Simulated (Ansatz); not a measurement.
Harmonic frequencies (cm⁻¹) at PBE0-D4/def2-TZVP from Ansatz: 457, 618, 619, 666, 668, 767, 840, 878, 975, 1058, 1360, 2218, 2226, 2702, 3595.

Problem. Which molecule is it?
A. `B1N[SiH2]1`
B. `C[SiH](F)P`
C. `[Br][SbH][Br]`
D. `C1NCS1`

Solution. A.
